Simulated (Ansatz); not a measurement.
```xyz
3

S     0.0000    0.0000   -0.4010
O     0.0000    1.3505    0.4010
O     0.0000   -1.3505    0.4010
```

Basis set: cc-pVDZ (spherical functions). Left uncorrelated: 7 orbitals. Charge 0, multiplicity 1.

Computed with Ansatz (development build ahead of 0.2.0); each method stands on the lowest determinant of its kind that the runs found. Restricted open shells among the atoms or ions are ROHF, correlated in semicanonical orbitals with singles.

Question: Give the atomization energy at this shape (free ground-state atoms in the same class of orbitals less the molecule, no zero-point energy) of singlet SO2 by RHF-MP2, RHF.

Answer:

| method | atomization energy |
| --- | --- |
| RHF-MP2 | 204.33 kcal/mol |
| RHF | 41.18 kcal/mol |

Caution: in another basis set an unrestricted determinant lies well below; the shape is not the minimum.
